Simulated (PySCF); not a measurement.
Structure from NMR data

An unknown has the formula C₃H₁₃O₂PSi₃. Its calculated NMR data are:

¹H NMR (400 MHz, computed): δ 9.71 (d, 1H), 5.86 (m, 1H), 5.63 (m, 1H), 4.66 (m, 1H), 3.97 (m, 6H), 1.42 (d, 3H).

¹³C{¹H} NMR (computed): δ 210.8, 78.7, 18.6.

[PySCF: GIAO PBE0/pcSseg-1 shieldings; geometry: GFN2-xTB; averaged over atoms made equivalent by symmetry, fast rotation or ring inversion; single conformer; no solvent; no relativistic terms]

Scale: ¹H (σ = 31.72 ppm), ¹³C (σ = 186.93 ppm) against TMS (reference shieldings calculated alike).

Problem. What is the structure?

Solution. 
1. 3 carbon signals for 3 carbons: no two carbons are equivalent.
2. Carbon types of the structure: 2 × CH, 1 × CH3, leaving 8 H on heteroatoms.
3. δC 210.8: aldehyde carbonyl carbon; the double bond to the heteroatom, with no lone-pair donor beside it, deshields it most.
4. δC 78.7: sp3 CH bonded to O, α to a carbonyl; the inductive effect lowers its shielding.
5. δC 18.6: methyl carbon; aliphatic region, no heteroatom directly attached.
6. δH 9.71: hydrogen on an aldehyde carbonyl carbon; deshielded by the polar, anisotropic C=O bond.
7. δH 5.86, 5.63: hydrogen on a silicon bonded to O, P.
8. δH 4.66: hydrogen on an sp3 CH bonded to O, α to a carbonyl; its carbon carries O, an electronegative neighbour.
9. δH 1.42: hydrogen on a methyl carbon.

The compound is `C[C@@H](C=O)O[SiH2]P([SiH3])[SiH3]`.

The shifts were computed for this structure.

Splittings by ³¹P in the carbon and heteronuclear signals aren't shown, as no couplings were computed. Shifts are as computed. Against solution values, carbons near 30 ppm lie about +3 ppm off and those near 130 ppm about +5 ppm. Of 1309 compounds with measured shifts, 239 miss one by over three times the rms of a fit or turn the order of signals round; such compounds aren't used in these exercises. No couplings were computed; multiplicities are counted from neighbouring protons, with m where these are inequivalent, close in shift, in a saturated or five-membered ring or joined by F or P, and br s for small geminal =CH2 splittings.
